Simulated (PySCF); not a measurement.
TeF₆, optimised at PBE0/def2-TZVP:

```xyz
7

Te    -0.0171     0.0162     0.0077
F     -0.0221     1.2231    -1.3678
F     -1.1490    -1.0663    -0.9388
F      1.1147     1.0988     0.9541
F     -1.4551     0.8639     0.7576
F     -0.0123    -1.1907     1.3832
F      1.4208    -0.8316    -0.7421
```

Computed with PySCF (xtb for GFN2) and rigid-rotor harmonic-oscillator thermochemistry at 1 bar. All species are closed-shell singlets. Te: scalar-relativistic def2 core potential, no spin-orbit coupling.

Problem. List the harmonic frequencies (cm⁻¹, unscaled) at this level and at the other levels, each on its own geometry.

Solution. 
- PBE0/def2-TZVP: 194, 196, 196, 306, 306, 307, 320, 321, 321, 667, 667, 694, 749, 749, 749
- GFN2-xTB: 100, 100, 100, 173, 173, 173, 190, 190, 190, 440, 475, 475, 475, 478, 478
- PBE/def2-SVP: 173, 174, 175, 263, 264, 264, 285, 286, 287, 617, 622, 622, 689, 689, 690
